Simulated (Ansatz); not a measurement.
Cu12Pd⁺, relaxed as a doublet with UKS PBE-D4/def2-SVP in Ansatz, starting from the GFN1-xTB geometry. Force threshold 0.03 eV/Å.

In the def2 sets Pd takes a core potential; there is no spin–orbit coupling. Single mean-field runs in def2-SVP are fitted with def2-universal-jkfit. The structure comes from a short search, and lower isomers may exist.

Start:

```xyz
13

Pd    0.616    0.201   -1.891
Cu   -0.393    1.008    2.626
Cu   -2.054    0.581    0.864
Cu    1.612   -0.400    2.147
Cu   -0.018    1.812    0.229
Cu   -1.302   -1.214   -0.734
Cu    1.157   -1.576   -0.048
Cu    1.683    2.029    2.035
Cu    0.303   -2.241   -2.285
Cu   -1.422   -0.717   -3.133
Cu    2.206    0.702    0.011
Cu   -0.631   -1.291    1.713
Cu   -1.756    1.105   -1.535
```

Estimate the energy that the relaxation releases and the steps that it takes.

76.7 kJ/mol, in 8 steps; 42 s on 2 threads of AMD EPYC 7R13 on a shared host and a share (18 GiB) of an NVIDIA H100 80GB HBM3. No frequencies were taken in this run, so the end may be a saddle point.

Does the start keep its bonding and symmetry?

Bonds formed: Cu5–Cu6, Cu5–Cu7, Cu5–Cu12 (atoms count from 1). Metal–metal contacts that move far: Cu4–Cu5 3.35 to 2.52 Å.

Predict the relaxed structure.


Cartesian coordinates in Å:
```
Pd 0.754 0.212 -2.004
Cu -0.492 1.047 2.722
Cu -2.218 0.584 0.933
Cu 1.552 -0.255 2.062
Cu 0.050 0.878 0.385
Cu -1.211 -1.040 -0.701
Cu 1.126 -1.425 -0.060
Cu 1.511 2.122 1.838
Cu 0.227 -2.224 -2.262
Cu -1.427 -0.630 -3.081
Cu 2.380 0.727 -0.090
Cu -0.643 -1.187 1.685
Cu -1.611 1.190 -1.427
```
Bond lengths (bridged metal pairs left out): 31 × Cu–Cu 2.35 to 2.58 Å; 7 × Cu–Pd 2.51 to 2.67 Å.
